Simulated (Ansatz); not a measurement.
A CCSD(T) single point on CH₆GeSSi, SMILES `S[SiH]1[CH2][GeH2]1`.

```yaml
crystal:
  periodic: [false, false, false]
  atoms:
    - {symbol: S, position_ang: [-1.772835, 0.246654, -1.863689]}
    - {symbol: Si, position_ang: [-0.912081, 0.246223, 0.083106]}
    - {symbol: C, position_ang: [0.270234, -1.175233, 0.364707]}
    - {symbol: Ge, position_ang: [1.348394, 0.526799, 0.382440]}
    - {symbol: H, position_ang: [-1.937787, 1.579232, -1.920394]}
    - {symbol: H, position_ang: [-1.869306, 0.543909, 1.176731]}
    - {symbol: H, position_ang: [0.206691, -1.711968, 1.307858]}
    - {symbol: H, position_ang: [0.475937, -1.841773, -0.468896]}
    - {symbol: H, position_ang: [1.966586, 0.867256, 1.740235]}
    - {symbol: H, position_ang: [2.307165, 0.667702, -0.799198]}
basis:
  gaussian: {orbitals: def2-TZVPP}
correlation: {method: ccsd_t}
```

```sh
$ ansatz run in.yaml --threads 4 --pin off --events-out ev --progress --plain --max-ram 10444MiB
```

The program prints (abridged):

```
Functional definition: HF
1443 factors; integrals over basis functions are off by at most 1.2e-3 eV
mean field evaluation 1: about -76275.9679 eV, gradient 3.1e1 eV
mean field evaluation 2: about -76276.2237 eV, gradient 3.2e1 eV
mean field evaluation 4: about -76279.2571 eV, gradient 3.6e0 eV
mean field evaluation 8: about -76279.3233 eV, gradient 3.0e-1 eV
mean field -76279.32370824 eV, -2803.2134422953 hartree, gradient 3.6e-6 eV, S^2 0.000000; 0 other end points of the search recorded, 0 dependent functions left out
20 core orbitals not correlated: weight in the atoms' cores, before any rotation towards them, 1.000 or more for the frozen orbitals, at most 0.000 for the correlated occupied ones
reference -76279.32370824 eV, -2803.2134422953 hartree; 17, 17 occupied and 210, 210 virtual orbitals, 1443 factors
second order -19.86708098 eV of doubles, -0.00000000 eV of singles
cycle   1  -20.41714665 eV  change   -5.5e-1 eV  update   1.1e-1
cycle   2  -21.05479448 eV  change   -6.4e-1 eV  update   3.2e-2
cycle   3  -21.13280594 eV  change   -7.8e-2 eV  update   1.4e-2
cycle   4  -21.12547088 eV  change    7.3e-3 eV  update   3.5e-3
cycle   5  -21.12497319 eV  change    5.0e-4 eV  update   1.4e-3
cycle   6  -21.12450003 eV  change    4.7e-4 eV  update   4.6e-4
cycle   7  -21.12445133 eV  change    4.9e-5 eV  update   1.8e-4
cycle   8  -21.12450769 eV  change   -5.6e-5 eV  update   6.0e-5
cycle   9  -21.12451494 eV  change   -7.3e-6 eV  update   2.0e-5
perturbative correction -0.93614749 eV, -0.0344027856 hartree
Total energy: -76301.38437067 eV, -2804.0241566862 hartree
```

Hardware: 4 threads of an Intel Xeon Platinum 8488C on a shared host. Wall time 92 s, peak host memory 4.7 GiB.

Correlation energy per correlated electron: -0.649 eV. T1 diagnostic: 0.0120.
